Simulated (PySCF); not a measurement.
**Dipole response of Al⁺ (aluminium, charge +1)**

[Ne] 3s2, closed-shell 1S. Calculation: PySCF 2.14, in x2c-TZVPPall with one added diffuse shell each of s, p, d type (6s6p4d1f, 51 functions); scalar relativity by spin-free X2C-1e. Coupled (time-dependent) response in atomic units; α is the mean over directions.

```csv
method,mean α (bohr³),C₆ (like pair),S(−4)
UHF,26.14,138.2,371.2
PBE,24.05,121.3,319.5
PBE0,24.56,125.3,331.8
M06,24.04,117.3,341.0
TPSS,25.26,131.8,345.4
```

S(−4) is the Cauchy moment in α(ω) = α(0) + S(−4) ω² + …

α(iu) at TPSS:

```json
{"u (hartree)": "0", "α(iu) (bohr³)": "25.26"}
{"u (hartree)": "0.0500", "α(iu) (bohr³)": "24.42"}
{"u (hartree)": "0.100", "α(iu) (bohr³)": "22.23"}
{"u (hartree)": "0.200", "α(iu) (bohr³)": "16.37"}
{"u (hartree)": "0.300", "α(iu) (bohr³)": "11.43"}
{"u (hartree)": "0.500", "α(iu) (bohr³)": "5.916"}
{"u (hartree)": "0.750", "α(iu) (bohr³)": "3.155"}
{"u (hartree)": "1.00", "α(iu) (bohr³)": "1.985"}
{"u (hartree)": "1.50", "α(iu) (bohr³)": "1.052"}
{"u (hartree)": "2.00", "α(iu) (bohr³)": "0.6904"}
{"u (hartree)": "3.00", "α(iu) (bohr³)": "0.3960"}
{"u (hartree)": "5.00", "α(iu) (bohr³)": "0.1992"}
```

A single London oscillator, α(iu) = α/(1 + u²/ω²), gives C₆ = (3/4) ω α². Matching the computed C₆ needs ω = 4 × 131.8 / (3 × 25.26²) = 0.275 hartree.

For an ion, C₆ is the dispersion term alone; charge-induced terms of lower order in 1/R come first.
